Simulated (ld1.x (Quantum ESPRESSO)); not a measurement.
## What one change does to a pseudopotential (tantalum, TM)

- Element: tantalum (Ta)
- Generator: ld1.x (Quantum ESPRESSO) 7.5
- Type: norm-conserving Troullier–Martins (Kleinman–Bylander form)
- Functional: PBE
- Relativity: fully relativistic
- Frozen core: [Kr] 4d10 4f14 5s2
- Valence charge: 11
- Reference configuration: 5p6 5d3 6s1.75 6p0 (charge +0.25)
- Partial waves: 6s (bound): rc 2.30 bohr; 5p (bound): rc 1.40 bohr; 5d (bound): rc 2.25 bohr
- Local potential: all-electron potential smoothed inside 1.70 bohr (lloc = -1)
- Core correction: Bessel-smoothed model core inside 0.70 bohr

Open shells are filled in proportion to 2j + 1 (rel_dist='average').

All-electron outer shells of the reference configuration (PBE, scalar-relativistic, ld1.x):

```csv
shell,level (eV),outermost node (bohr),outermost maximum (bohr)
5s,-74.68,0.54,0.98
5p,-41.08,0.58,1.13
4f,-26.38,–,0.44
6s,-6.92,1.32,2.74
5d,-5.21,0.65,1.58
6p,-2.61,1.59,3.75
```

Change: core correction none.

Cutoffs: the cutoffs (Ry, on a coarse ladder) from which the occupation-weighted sum of valence levels, in a spherical-Bessel basis at the reference potential, stays within 10 and 1 mRy of its value at 400 Ry; they do not see the model core or the augmentation charge, which bear on the density cutoff. Errors are all-electron minus pseudo energies relative to the spin-unpolarised reference configuration.

Problem. Predict the effect on cutoff, ghosts and configuration errors.

Solution. The potential gets neither clearly harder nor softer (90 Ry and 110 Ry → 90 Ry and 110 Ry); both files keep a bound ghost (s); of the 7 tests that both files solve, the error grows in 1 and shrinks in 5 by more than 15 % and 0.3 meV (median size 13.1 → 9.5 meV).

| quantity | base | changed |
| --- | --- | --- |
| cutoff, loose | 90 Ry | 90 Ry |
| cutoff, tight | 110 Ry | 110 Ry |
| bound ghosts | s | s |
| error for 5p6 5d3 6s2 6p0, meV [ΔE -1.54 eV] | -0.1 | 0.0 |
| error for 5p6 5d3 6s1 6p0, meV [ΔE 6.93 eV] | -2.4 | +0.1 |
| error for 5p6 5d3 6s0 6p0, meV [ΔE 21.90 eV] | -20 | +7.2 |
| error for 5p6 5d4 6s0 6p0, meV [ΔE 8.36 eV] | -43 | -29 |
| error for 5p6 5d4 6s1 6p0, meV [ΔE 0.55 eV] | -13 | -9.5 |
| error for 5p5 5d3 6s2 6p0, meV [ΔE 43.94 eV] | -170 | -125 |
| error for 5p6 5d2 6s0 6p0, meV [ΔE 45.49 eV] | -13 | +66 |
| s: phases at 2.50 bohr within 0.05 rad from the reference energy up to (Ry; the scan ends near 5) | 1.0 | 1.0 |
| p1/2: phases at 2.50 bohr within 0.05 rad from the reference energy up to (Ry; the scan ends near 5) | 0.3 | 0.3 |
| p3/2: phases at 2.50 bohr within 0.05 rad from the reference energy up to (Ry; the scan ends near 5) | to the end of the scan | to the end of the scan |
| d3/2: phases at 2.50 bohr within 0.05 rad from the reference energy up to (Ry; the scan ends near 5) | 3.4 | 3.4 |
| d5/2: phases at 2.50 bohr within 0.05 rad from the reference energy up to (Ry; the scan ends near 5) | 3.3 | 3.3 |

 A true bound ghost makes a file unfit for plane-wave use even where its test errors are small: the radial tests pick states by their node count and pass the ghost by.
